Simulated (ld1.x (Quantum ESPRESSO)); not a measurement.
**Before and after: TM potential for Sn**

```json
{
  "Element": "tin (Sn)",
  "Generator": "ld1.x (Quantum ESPRESSO) 7.5",
  "Type": "norm-conserving Troullier–Martins (Kleinman–Bylander form)",
  "Functional": "PW91",
  "Relativity": "scalar-relativistic",
  "Frozen core": "[Kr] 4d10",
  "Valence charge": "4",
  "Reference configuration": "5s1.5 5p2.5",
  "Partial waves": "5s (bound): rc 1.65 bohr; 5d channel at 0.1 Ry: rc 2.10 bohr; 5p (bound): rc 2.40 bohr",
  "Local potential": "the p channel",
  "Core correction": "a·sin(br)/r model core, default radius (core density twice the valence density)"
}
```

Change: functional PBE.

Cutoffs: the cutoffs (Ry, on a coarse ladder) from which the occupation-weighted sum of valence levels, in a spherical-Bessel basis at the reference potential, stays within 10 and 1 mRy of its value at 400 Ry; they do not see the model core or the augmentation charge, which bear on the density cutoff. Errors are all-electron minus pseudo energies relative to the spin-unpolarised reference configuration.

Q: What does the change do?

A: The potential gets neither clearly harder nor softer (25 Ry and 55 Ry → 25 Ry and 55 Ry); both files keep a bound ghost (d); the errors of the 7 common tests hardly move.

```csv
quantity,base,changed
"cutoff, loose",25 Ry,25 Ry
"cutoff, tight",55 Ry,55 Ry
loose cutoff by channel (10 mRy a level),"s 21 Ry, p 8 Ry","s 21 Ry, p 6 Ry"
bound ghosts,d,d
"error for 5s2 5p2, meV [ΔE -3.47 → -3.46 eV]",-3.5,-3.7
"error for 5s2 5p1, meV [ΔE 3.46 → 3.42 eV]",-5.4,-5.4
"error for 5s2 5p0, meV [ΔE 17.49 → 17.37 eV]",-41,-40
"error for 5s1 5p0, meV [ΔE 48.56 → 48.34 eV]",-258,-249
"error for 5s1 5p2, meV [ΔE 11.14 → 11.06 eV]",-18,-18
"error for 5s1 5p3, meV [ΔE 3.53 → 3.52 eV]",-4.4,-4.5
"error for 5s0 5p4, meV [ΔE 10.77 → 10.73 eV]",-39,-41
s: phases at 2.60 bohr within 0.05 rad from the reference energy up to (Ry; the scan ends near 5),1.5,1.5
p: phases at 2.60 bohr within 0.05 rad from the reference energy up to (Ry; the scan ends near 5),3.3,3.3
d: phases at 2.60 bohr within 0.05 rad from the reference energy up to (Ry; the scan ends near 5),1.0,1.0
```

 A true bound ghost makes a file unfit for plane-wave use even where its test errors are small: the radial tests pick states by their node count and pass the ghost by.
